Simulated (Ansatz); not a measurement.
System: sum formula BNH5 (charge -1, singlet). It need not be the lowest isomer of its formula. Whether it binds its extra electron was not tested at this geometry. 
Geometry from a B3LYP-D3(BJ)/def2-TZVP (Ansatz, a first-principles code) optimisation:
```xyz
7

B     -0.9684     0.0602    -0.0829
N      0.6298    -0.1033    -0.0093
H     -1.2602     1.1935    -0.4288
H     -1.4694    -0.2103     0.9964
H      0.8190    -1.0775     0.1912
H      1.3580     0.4742     0.6665
H      0.9859     0.0424    -0.9457
```
Charge -1, spin multiplicity 1.

Basis-set convergence of Hartree-Fock and CCSD correlation energies (hartree) with Ansatz. Cores are frozen in the correlated levels unless marked. Spin-orbit coupling is left out. Non-relativistic. This anion needs diffuse functions, which these sets lack.

The Hartree-Fock reference is unstable (checked in the largest basis), which strains HF and MP2. The T1 diagnostic of CCSD in the largest basis is 0.040, which is high, so the coupled-cluster rows are less sure than usual.

```csv
basis,functions,E(HF),"E(corr, CCSD)"
cc-pVDZ,-,-81.85343,-0.35270
cc-pVTZ,130,-81.89810,-0.41779
cc-pVQZ,260,[?],[?]
```

### Question
Fill in the missing entries.

### Answer

- cc-pVQZ, E(HF): -81.91419
- cc-pVQZ, E(corr, CCSD): -0.43680
